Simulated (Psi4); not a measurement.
hydrogen selenide (H$_{2}$Se), singlet, at a GFN2-xTB geometry; B3LYP/3-21G (Psi4 1.11).

Here is a job for Psi4.
```
memory 2 GB

molecule mol {
0 1
Se   -0.002122    0.055731   -0.001401
H    -0.991565   -0.986707    0.017580
H     1.063712   -0.908138    0.030069
}

set {
  basis 3-21g
  reference rks
}

energy('b3lyp')
print_variables()
```

Problem. What does Psi4 print? Leave out banner, timings and long lists.

Solution. 
```
   => Loading Basis Set <=

    Name: 3-21G
    Role: ORBITAL
    Keyword: BASIS

         ---------------------------------------------------------
                                   SCF
               by Justin Turney, Rob Parrish, Andy Simmonett
                          and Daniel G. A. Smith
                              RKS Reference
         ---------------------------------------------------------

  ==> Geometry <==

    Molecular point group: cs
    Full point group: Cs

    Geometry (in Angstrom), charge = 0, multiplicity = 1:

       Center              X                  Y                   Z               Mass
    ------------   -----------------  -----------------  -----------------  -----------------
         SE           0.024686829199     0.000939687796     0.000000000000    79.916521800000
         H           -1.017900789204     0.990407105352     0.000000000000     1.007825032230
         H           -0.939666705901    -1.064920614945     0.000000000000     1.007825032230

  Running in cs symmetry.

  Rotational constants: A =      8.50278  B =      7.90770  C =      4.09723 [cm^-1]
  Rotational constants: A = 254907.06889  B = 237067.00508  C = 122831.78849 [MHz]
  Nuclear repulsion =   25.291909644914330

  Charge       = 0
  Multiplicity = 1
  Electrons    = 36
  Nalpha       = 18
  Nbeta        = 18

  ==> Algorithm <==

  SCF Algorithm Type is DF.
  DIIS enabled.
  MOM disabled.
  Fractional occupation disabled.
  Guess Type is SAD.
  Energy threshold   = 1.00e-06
  Density threshold  = 1.00e-06
  Integral threshold = 1.00e-12

  ==> Primary Basis <==

  Basis Set: 3-21G
    Blend: 3-21G
    Number of shells: 14
    Number of basis functions: 27
    Number of Cartesian functions: 27
    Spherical Harmonics?: false
    Max angular momentum: 2

  ==> DFT Potential <==

   => LibXC <=

    Version 7.1.2
    S. Lehtola, C. Steigemann, M. J. T. Oliveira, and M. A. L. Marques,  SoftwareX 7, 1–5 (2018) (10.1016/j.softx.2017.11.002)

   => Composite Functional: B3LYP <=

    B3LYP Hyb-GGA Exchange-Correlation Functional

    P. J. Stephens, F. J. Devlin, C. F. Chabalowski, and M. J. Frisch,  J. Phys. Chem. 98, 11623 (1994) (10.1021/j100096a001)

    Deriv               =              1
    GGA                 =           TRUE
    Meta                =          FALSE

    Exchange Hybrid     =           TRUE
    MP2 Hybrid          =          FALSE

   => Exchange Functionals <=

    0.0800   Slater exchange
    0.7200         Becke 88

[...]
   @DF-RKS iter   2: -2391.22660047334284   -1.15643e-01   2.18689e-02 DIIS/ADIIS
   @DF-RKS iter   3: -2391.38551167387095   -1.58911e-01   2.97569e-03 DIIS/ADIIS
   @DF-RKS iter   4: -2391.38894823754481   -3.43656e-03   1.80695e-04 DIIS/ADIIS
   @DF-RKS iter   5: -2391.38896273860155   -1.45011e-05   1.39034e-05 DIIS
   @DF-RKS iter   6: -2391.38896281796588   -7.93643e-08   7.87585e-07 DIIS
  Energy and wave function converged.

  ==> Post-Iterations <==

   Electrons on quadrature grid:
      Ntotal   =   35.9999932115 ; deviation = -6.789e-06

    Orbital Energies [Eh]
    ---------------------

    Doubly Occupied:

[...]
    Virtual:

[...]
    Final Occupation by Irrep:
             Ap   App
    DOCC [    13,    5 ]
    NA   [    13,    5 ]
    NB   [    13,    5 ]

  @DF-RKS Final Energy: -2391.38896281796588

   => Energetics <=

    Nuclear Repulsion Energy =             25.2919096449143304
    One-Electron Energy =               -3383.5413219202723667
    Two-Electron Energy =                1037.5305199495196575
    DFT Exchange-Correlation Energy =     -70.6700704921279623
    Empirical Dispersion Energy =           0.0000000000000000
    VV10 Nonlocal Energy =                  0.0000000000000000
    Total Energy =                      -2391.3889628179663305

Computation Completed

Properties will be evaluated at   0.000000,   0.000000,   0.000000 [a0]

Properties computed using the SCF density matrix

 Multipole Moments:

 ------------------------------------------------------------------------------------
     Multipole            Electronic (a.u.)      Nuclear  (a.u.)        Total (a.u.)
 ------------------------------------------------------------------------------------

 L = 1.  Multiply by 2.5417464519 to convert [e a0] to [Debye]
 Dipole X            :          1.6382457           -2.1131207           -0.4748750
 Dipole Y            :          0.0623589           -0.0804345           -0.0180756
 Dipole Z            :          0.0000000            0.0000000            0.0000000
 Magnitude           :                                                    0.4752189

 ------------------------------------------------------------------------------------

  Variable Map:
  ----------------------------------------------------------------------------
[...]
  Array Variable Map:
  ----------------------------------------------------------------------------
[...]
[...]
```
